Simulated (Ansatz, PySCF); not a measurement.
Spin gap between two states, R1 and P1; the higher of the two is an excited state, each structure at its B3LYP-D3(BJ)/def2-TZVP stationary point, reached from a drawn start (curvature not checked).
R1, F2Si (SMILES F[Si]F) (charge 0, multiplicity 1):
```xyz
3

Si     0.000     0.000    -0.684
F      1.239     0.000     0.342
F     -1.239     0.000     0.342
```
P1, F2Si (SMILES F[Si]F) (charge 0, multiplicity 3, Z-matrix in Å and degrees):
```
Si
F 1 1.6057
F 1 1.6057 2 113.90
```

P less R. No zero-point or thermal terms; singlets are restricted closed shells; open shells are unrestricted.

Frozen-core correlation throughout.

Codes used: Ansatz (Gaussian orbitals); PySCF for the D3/D4 terms. No computed number here is a measurement.

The comparison value is 73.35 kcal/mol (CCSD(T)/cc-pV(Q+d)Z). It is a level with limits of its own, not the exact answer.

### Question
Order these levels by how close they come to the comparison value for the spin gap, closest first: B3LYP/def2-TZVPP, r2SCAN-D3(BJ)/def2-TZVPP, BHLYP/def2-TZVPP, revPBE-D4/def2-TZVPP, B97M-V/def2-TZVPP. Give each level's value less the comparison value.

### Answer
B3LYP/def2-TZVPP (0.02 kcal/mol), BHLYP/def2-TZVPP (-1.66 kcal/mol), B97M-V/def2-TZVPP (2.12 kcal/mol), revPBE-D4/def2-TZVPP (-5.49 kcal/mol), r2SCAN-D3(BJ)/def2-TZVPP (-9.85 kcal/mol)

Ansatz is an electronic-structure program.
